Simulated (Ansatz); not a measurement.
Ansatz (a quantum-chemistry and plane-wave program) input (PBE/6-31G*):

Ansatz 0.2 input:
```yaml
crystal:
  periodic: [false, false, false]
  atoms:
    - {symbol: O, position_ang: [1.11431100, 1.53848400, -0.36773100]}
    - {symbol: B, position_ang: [0.83003500, 0.27962000, -0.05095500]}
    - {symbol: O, position_ang: [2.12634800, -0.45790700, 0.17165300]}
    - {symbol: O, position_ang: [-0.21675800, -0.48428100, 0.11914500]}
    - {symbol: Si, position_ang: [-1.92313900, -0.41022900, 0.05690500]}
    - {symbol: H, position_ang: [0.39590200, 2.15718100, -0.54513400]}
    - {symbol: H, position_ang: [2.99220900, -0.02467200, 0.08207200]}
    - {symbol: H, position_ang: [2.14977400, -1.39801700, 0.41418500]}
    - {symbol: H, position_ang: [-2.25414500, 0.98038500, -0.30934800]}
    - {symbol: H, position_ang: [-2.38071900, -0.76366300, 1.40650600]}
    - {symbol: H, position_ang: [-2.32045900, -1.37647200, -0.97471000]}
basis:
  gaussian:
    orbitals: 6-31G*
hamiltonian:
  xc: {name: PBE}
total_charge: 1
relax: {f_tol: 0.003, max_steps: 120}
```

From the output:

```
relax step   6: F+E_penalty+E_count = -14776.91293625 eV  Δ(F+E_penalty+E_count) = -1.662e-4 eV  max|allowed force component| = 2.066e-2 eV/Å  Δτ_max = 0.0239 Å  (29 SCF iters, accepted)
these checks for a lower state are left out or cut short: starts, cluster_reference, orbital_swaps, neighbouring_geometries, increment
integrals: 0.04 GiB planned
1028 factors; their error is unknown
mean field: 0.23 GiB planned
mean field -14776.91293838 eV, -543.0415343342 hartree, gradient 7.0e-5 eV, S^2 0.000000; 0 other end points of the search recorded, 0 dependent functions left out
the calculation of the forces begins
reference -14776.91297232 eV, -543.0415355816 hartree; 24, 24 occupied and 67, 67 virtual orbitals, 1028 factors
relax step   7: F+E_penalty+E_count = -14776.91293838 eV  Δ(F+E_penalty+E_count) = -2.131e-6 eV  max|allowed force component| = 1.871e-2 eV/Å  Δτ_max = 0.0012 Å  (19 SCF iters, accepted)
these checks for a lower state are left out or cut short: starts, cluster_reference, orbital_swaps, neighbouring_geometries, increment
integrals: 0.04 GiB planned
1028 factors; their error is unknown
mean field: 0.23 GiB planned
mean field evaluation 64: about -14776.9130 eV, gradient 1.3e-1 eV
mean field -14776.91298409 eV, -543.0415360138 hartree, gradient 1.1e-5 eV, S^2 0.000000; 0 other end points of the search recorded, 0 dependent functions left out
the calculation of the forces begins
reference -14776.91301801 eV, -543.0415372605 hartree; 24, 24 occupied and 67, 67 virtual orbitals, 1028 factors
relax step   8: F+E_penalty+E_count = -14776.91298409 eV  Δ(F+E_penalty+E_count) = -4.571e-5 eV  max|allowed force component| = 2.721e-2 eV/Å  Δτ_max = 0.0167 Å  (29 SCF iters, accepted)
these checks for a lower state are left out or cut short: starts, cluster_reference, orbital_swaps, neighbouring_geometries, increment
integrals: 0.04 GiB planned
1028 factors; their error is unknown
mean field: 0.23 GiB planned
mean field -14776.91305203 eV, -543.0415385107 hartree, gradient 1.5e-5 eV, S^2 0.000000; 0 other end points of the search recorded, 0 dependent functions left out
the calculation of the forces begins
reference -14776.91308596 eV, -543.0415397577 hartree; 24, 24 occupied and 67, 67 virtual orbitals, 1028 factors
relax step   9: F+E_penalty+E_count = -14776.91305203 eV  Δ(F+E_penalty+E_count) = -6.794e-5 eV  max|allowed force component| = 9.420e-3 eV/Å  Δτ_max = 0.0061 Å  (23 SCF iters, accepted)
these checks for a lower state are left out or cut short: starts, cluster_reference, orbital_swaps, neighbouring_geometries, increment
integrals: 0.04 GiB planned
1028 factors; their error is unknown
mean field: 0.22 GiB planned
mean field -14776.91306316 eV, -543.0415389198 hartree, gradient 6.8e-5 eV, S^2 0.000000; 0 other end points of the search recorded, 0 dependent functions left out
the calculation of the forces begins
reference -14776.91309710 eV, -543.0415401669 hartree; 24, 24 occupied and 67, 67 virtual orbitals, 1028 factors
relax step  10: F+E_penalty+E_count = -14776.91306316 eV  Δ(F+E_penalty+E_count) = -1.113e-5 eV  max|allowed force component| = 6.039e-3 eV/Å  Δτ_max = 0.0015 Å  (19 SCF iters, accepted)
these checks for a lower state are left out or cut short: starts, cluster_reference, orbital_swaps, neighbouring_geometries, increment
integrals: 0.04 GiB planned
1028 factors; their error is unknown
mean field: 0.23 GiB planned
mean field -14776.91307044 eV, -543.0415391874 hartree, gradient 1.1e-5 eV, S^2 0.000000; 0 other end points of the search recorded, 0 dependent functions left out
the calculation of the forces begins
reference -14776.91310438 eV, -543.0415404345 hartree; 24, 24 occupied and 67, 67 virtual orbitals, 1028 factors
relax step  11: F+E_penalty+E_count = -14776.91307044 eV  Δ(F+E_penalty+E_count) = -7.281e-6 eV  max|allowed force component| = 3.465e-3 eV/Å  Δτ_max = 0.0032 Å  (24 SCF iters, accepted)
these checks for a lower state are left out or cut short: starts, cluster_reference, orbital_swaps, neighbouring_geometries, increment
integrals: 0.04 GiB planned
1028 factors; their error is unknown
mean field: 0.22 GiB planned
mean field -14776.91307118 eV, -543.0415392143 hartree, gradient 3.8e-5 eV, S^2 0.000000; 0 other end points of the search recorded, 0 dependent functions left out
the calculation of the forces begins
reference -14776.91310511 eV, -543.0415404614 hartree; 24, 24 occupied and 67, 67 virtual orbitals, 1028 factors
relax step  12: F+E_penalty+E_count = -14776.91307118 eV  Δ(F+E_penalty+E_count) = -7.311e-7 eV  max|allowed force component| = 2.460e-3 eV/Å  Δτ_max = 0.0013 Å  (20 SCF iters, accepted)
integrals: 0.04 GiB planned
1028 factors; their error is unknown
mean field: 0.22 GiB planned
mean field evaluation 96: about -14776.9772 eV, gradient 1.7e0 eV
mean field -14776.91307118 eV, -543.0415392143 hartree, gradient 3.8e-5 eV, S^2 0.000000; 1 other end points of the search recorded, 0 dependent functions left out
the calculation of the forces begins
reference -14776.91310511 eV, -543.0415404614 hartree; 24, 24 occupied and 67, 67 virtual orbitals, 1028 factors
Total energy: -14776.91310511 eV, -543.0415404614 hartree
Atom 0 at     1.112885     1.544542    -0.369298 Å, force    -0.000176    -0.000540     0.000044 eV/Å
Atom 1 at     0.833512     0.273094    -0.049232 Å, force     0.002460     0.000384    -0.000025 eV/Å
Atom 2 at     2.151671    -0.453866     0.171028 Å, force    -0.001508     0.001083    -0.000538 eV/Å
Atom 3 at    -0.202738    -0.524800     0.129897 Å, force    -0.001027    -0.000512    -0.000139 eV/Å
Atom 4 at    -1.934076    -0.404482     0.055085 Å, force     0.000151     0.000086     0.000872 eV/Å
Atom 5 at     0.349587     2.131307    -0.539659 Å, force    -0.000140    -0.000175     0.000107 eV/Å
Atom 6 at     3.025090    -0.008559     0.078813 Å, force     0.000120    -0.000194     0.000199 eV/Å
Atom 7 at     2.189802    -1.405280     0.417290 Å, force    -0.000059    -0.000051     0.000079 eV/Å
Atom 8 at    -2.240085     1.011358    -0.316826 Å, force     0.000157     0.000002    -0.000421 eV/Å
Atom 9 at    -2.416587    -0.751328     1.417693 Å, force    -0.000067    -0.000221    -0.000079 eV/Å
Atom 10 at    -2.355703    -1.371557    -0.992203 Å, force     0.000088     0.000138    -0.000099 eV/Å
Dipole moment:     0.950632    -0.144606     0.061419 e Å
```

The dipole moment of an ion depends on the origin.

The geometry given is a B3LYP-D3(BJ)/def2-TZVP minimum.
